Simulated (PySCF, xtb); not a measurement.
SiFCl₃, SMILES F[Si](Cl)(Cl)Cl.

GFN2-xTB run with xtb 6.7.1 at its own geometry gives an orbital gap of 6.98 eV and a dipole moment of 0.66 D.

Geometry: B3LYP-D3(BJ)/def2-SVP.

What does ωB97X/def2-TZVP in PySCF give? (The exact figures need the calculation; the answer reports its results.)

gap 13.72 eV (levels -12.10 and 1.62 eV), dipole 0.62 D.
